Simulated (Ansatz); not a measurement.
## Ligand exchange: GeH2(CH3)Cl + CH2BrI → GeH2(CH3)I + CH2BrCl

Species: GeH2(CH3)Cl, singlet; CH2BrI (bromoiodomethane) `BrCI`, singlet; GeH2(CH3)I, singlet; CH2BrCl (bromochloromethane) `ClCBr`, singlet. The partners trade Cl for I: Ge–Cl and C–I bonds give way to Ge–I and C–Cl.

Shapes, held fixed at every level: PBE0-D4/def2-TZVP. Programs: Ansatz 0.2.0. The zero-point and thermal change to 298 K, harmonic and unscaled (PBE0-D4/def2-TZVP), is +1.3 kJ/mol.

| level | kind | ΔH(298 K) (kJ/mol) | less CCSD(T)/def2-TZVPP | CPU time (sum over the molecules) |
| --- | --- | --- | --- | --- |
| HF/def2-TZVPP | Hartree–Fock | +4.0 | -6.6 | – |
| SPW92/def2-TZVPP | LDA | -0.5 | -11.1 | 9.5 s |
| PBE-D4/def2-TZVPP | GGA | +3.3 | -7.3 | 18 s |
| PBE0-D4/def2-TZVPP | global hybrid | +1.9 | -8.7 | 23 s |
| r2SCAN0-D4/def2-TZVPP | global hybrid | +2.5 | -8.1 | 39 s |
| wB97X-V/def2-TZVPP | range-separated hybrid | +5.3 | -5.3 | 56 s |
| CCSD(T)/def2-TZVPP | coupled cluster or CI | +10.6 | 0.0 | 7.9 min |

The highest level, CCSD(T)/def2-TZVPP, gives ΔH(298 K) = +10.6 kJ/mol; the levels span -0.5 to +10.6. They disagree on the sign: 6 of 7 are positive. The column of differences is taken from that level and isn't an error. No measured value is set beside it here. For atoms past krypton def2 sets carry core potentials with scalar relativity. Relativity is left out for Br, Ge unless named. Correlated rows may include outer-core shells of Br, Ge, I, which these sets cover unevenly. Times are processor times on shared x86 and Arm servers, and rough.
